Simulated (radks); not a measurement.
The numbers below are computed, except where a source is named.
Spherical quantum dot in the effective-mass picture: electrons in a parabolic well V = omega^2 r^2 / 2 with omega = 2.14, with a point charge +2 (a donor) at the centre, all in effective atomic units (hartree* = m*/eps^2 hartree, bohr* = eps/m* bohr), one dielectric constant everywhere. Level of theory: non-relativistic Kohn-Sham, r2SCAN, spin-polarised, spherical densities, generalised Kohn-Sham scheme (a radial shooting solver with Libxc functionals). Levels are named by radial order and angular momentum (1s, 1p, 1d, 2s, ...), and open shells are averaged over m.

N = 12, configuration 1s2 1p6 1d(up 2, down 0) 2s2. This is the lowest configuration that the search found. Occupied and some empty levels:

level    occupation  eigenvalue (hartree*)  <r> (bohr*)
1s up             1                 9.6384       0.7182
1s down           1                 9.6612       0.7085
1p up             3                 11.927        1.154
1p down           3                 12.019        1.146
2s up             1                 13.006        1.196
2s down           1                 13.101        1.203
1d up             2                 13.689        1.373
1d down           0                 13.813        1.372
1f up             0                 15.494        1.542
2p up             0                 15.561        1.391
1f down           0                 15.636        1.540
2p down           0                 15.645        1.387
1g up             0                 17.367        1.689
1g down           0                 17.536        1.682

Energy (hartree*): total 90.4580, kinetic 30.252, external 11.428, Hartree 57.327, exchange-correlation -8.5493.
